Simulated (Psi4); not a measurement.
Interaction energy of H4Ge ··· Br2 (SMILES [GeH4] and BrBr). Monomers: optimised at B3LYP-D3(BJ) (def2-TZVP), held rigid. Orientation: lowest of the rigid-body minima from ten starts at GFN2-xTB. Only R, the distance of the centres of mass, is varied, so the lowest point isn't the relaxed dimer.

Method: Psi4 with SAPT0/jun-cc-pVDZ, frozen core.

Components in kcal/mol:

```csv
R / Å,electrostatics,exchange,induction,dispersion,total
2.98,-14.76,38.86,-3.41,-7.58,13.11
3.24,-6.93,18.38,-1.60,-4.83,5.02
3.43,-4.00,10.52,-0.91,-3.51,2.09
3.62,-2.32,5.97,-0.52,-2.58,0.55
3.80,-1.40,3.46,-0.31,-1.94,-0.18
4.04,-0.71,1.65,-0.15,-1.34,-0.55
4.36,-0.30,0.60,-0.06,-0.84,-0.60
4.66,-0.14,0.23,-0.02,-0.56,-0.49
5.12,-0.05,0.05,-0.01,-0.31,-0.31
5.83,-0.01,0.01,0.00,-0.14,-0.15
6.84,0.00,0.00,0.00,-0.05,-0.06
8.11,0.00,0.00,0.00,-0.02,-0.02
```
